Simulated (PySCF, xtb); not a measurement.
C₂H₅S, SMILES CS[CH2], multiplicity 2.

Harmonic wavenumbers (cm⁻¹) from GFN2-xTB (xtb) at its own minimum, in rising order: 120, 257, 285, 493, 717, 876, 887, 930, 990, 1311, 1338, 1445, 1446, 3032, 3037, 3064, 3116, 3183.

Question: What does r2SCAN-D4/def2-TZVP (PySCF) give at its own minimum? (The exact figures need the calculation; the answer reports its results.)

Answer: 30, 177, 298, 342, 712, 855, 887, 960, 1026, 1336, 1396, 1458, 1475, 3039, 3126, 3149, 3167, 3295. Paired by order, the mean absolute difference is 50 cm⁻¹ and the zero-point energies are 37.9 and 38.2 kcal/mol.
